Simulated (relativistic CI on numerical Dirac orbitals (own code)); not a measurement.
## Zr3+: L-alpha,beta X-ray emission

Computed with this model: Dirac-Coulomb-Breit CI, KLI orbitals optimised for each configuration, model QED, valence Slater integrals scaled by 0.9, multiplet model of X-ray emission after core ionisation; configurations [Kr] 4d → [He] 2s2 2p5 3s2 3p6 3d10 4s2 4p6 4d → [Ar] 3d9 4s2 4p6 4d; 300 K; Lorentzian 2 eV and Gaussian 0.6 eV FWHM. Energies are those of the free ion, without screening or charge transfer. S is read from ⟨S²⟩ = S(S + 1).

Computed curve for free ion, scaled to 100 at the maximum (points under 2 are left out and the grid is thinned):

(Energy (eV), Intensity): (2035.4, 2.0), (2036.2, 2.4), (2037.0, 2.9), (2037.8, 3.8), (2038.6, 5.1), (2039.4, 7.5), (2040.2, 12.3), (2041.0, 20.8), (2041.8, 30.6), (2042.6, 44.3), (2043.4, 76.7), (2044.2, 100.0), (2045.0, 68.5), (2045.8, 34.8), (2046.6, 18.2), (2047.4, 10.8), (2048.2, 7.1), (2049.0, 5.0), (2049.8, 3.7), (2050.6, 2.9), (2051.2, 2.4), (2117.6, 2.2), (2118.4, 3.0), (2119.2, 2.5), (2120.0, 2.2), (2120.8, 2.3), (2121.6, 2.9), (2122.4, 4.0), (2123.2, 6.1), (2124.0, 10.4), (2124.8, 20.3), (2125.6, 39.5), (2126.4, 52.8), (2127.2, 38.4), (2128.0, 21.0), (2128.8, 11.4), (2129.6, 6.6), (2130.4, 4.2), (2131.2, 2.9), (2132.0, 2.1)

The ground state has S = 0.50, and the centroid lies at 2071.87 eV.
